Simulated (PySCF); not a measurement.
SMILES C[Si](OC)(NB(O)O)OC (C3H12BNO4Si) (GFN2-xTB optimised geometry):

```
22

Si     0.361    -0.631     0.022
C      1.448    -0.851     1.572
O      1.181    -1.002    -1.338
C      2.381    -0.449    -1.814
O     -0.977    -1.555    -0.008
C     -1.000    -2.950    -0.096
N     -0.367     0.944    -0.001
B      0.316     2.180     0.000
O      1.682     2.180     0.000
O     -0.315     3.397     0.000
H      2.165    -0.040     1.641
H      0.859    -0.844     2.484
H      2.004    -1.785     1.545
H      2.390    -0.556    -2.899
H      3.232    -0.987    -1.389
H      2.454     0.603    -1.543
H     -0.624    -3.397     0.827
H     -2.034    -3.259    -0.253
H     -0.386    -3.294    -0.929
H     -1.372     0.954     0.002
H      2.034     3.071     0.018
H     -1.269     3.362    -0.001
```

Method: B3LYP/def2-SVP (PySCF).

Question: What are the frontier orbital energies and the dipole moment?

Answer: HOMO-2 -7.54 eV, HOMO-1 -7.36 eV, HOMO -6.97 eV, LUMO 0.93 eV, LUMO+1 1.66 eV; dipole moment 0.74 D.

On the same geometry PBE/def2-SVP (PySCF 2.14.0) gives HOMO-2 -6.18 eV, HOMO-1 -6.07 eV, HOMO -5.74 eV, LUMO 0.37 eV, LUMO+1 1.13 eV; dipole moment 0.79 D.

Meta-Löwdin charges at B3LYP/def2-SVP: Si1 1.34, C2 -0.57, O3 -0.62, C4 -0.06, O5 -0.61, C6 -0.06, N7 -0.60, B8 0.44, O9 -0.52, O10 -0.51, H11 0.12, H12 0.11, H13 0.10, H14 0.10, H15 0.09, H16 0.10, H17 0.08, H18 0.10, H19 0.09, H20 0.22, H21 0.33, H22 0.32.
